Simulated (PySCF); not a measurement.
TlCl, SMILES [Cl][Tl]. The structure is a stationary point at PBE-D3(BJ)/def2-TZVP. The def2 effective core potentials stand for the cores of Tl; spin–orbit coupling is left out.

Give the equilibrium geometry at PBE-D3(BJ)/def2-TZVP (PySCF confirms it by a frequency run) as a Z-matrix, and its point group. (The exact figures need the calculation; the answer reports its results.)

point group C∞v.
```
Tl
Cl 1 2.5224
```
